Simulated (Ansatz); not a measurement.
C2H7OSi, doublet, geometry from GFN2-xTB. Base run: B3LYP/6-31G** (Ansatz, a first-principles code).

Geometry (Å):
```xyz
11

C      1.5595    -0.8548    -0.0606
Si    -0.0041     0.1104     0.4199
C     -1.6155    -0.7774    -0.0878
O      0.1475     1.5211    -0.4169
H      2.4556    -0.3081     0.2126
H      1.5925    -1.8230     0.4284
H      1.5849    -1.0166    -1.1367
H     -1.6508    -0.9075    -1.1693
H     -2.4989    -0.2176     0.2066
H     -1.6843    -1.7599     0.3661
H     -0.5859     2.1111    -0.5612
```
Charge 0, spin multiplicity 2.
Orbitals are unrestricted.
All else is at Ansatz's defaults.
Base energy -445.16336 Eh.

Each row names what was changed in the base input (with any setting that the change needs).

| change | ΔE vs base (kcal/mol) |
|---|---|
| base | 0.000 |
| final_grid = 6, 12, 29 | 0.003 |
| final_grid = 10, 20, 41 | 0.000 |
| point_charge = charge:1.0 position_ang:0.2134, 3.9587, -3.6482 | -1.33 |
| fitting.mean_field = def2-universal-JKFIT | -0.048 |
| lower_state_search = off | 0.000 |
| point_charge = charge:-1.0 position_ang:-4.0106, 3.3159, -1.4957 | -7.14 |
| forces = on | -0.007 |
| fitting.mean_field = cc-pVTZ-JKFIT | -0.032 |
| final_grid = 14, 28, 59 | 0.000 |
| point_charge = charge:0.5 position_ang:0.8488, -4.6605, 3.2253 | -0.183 |
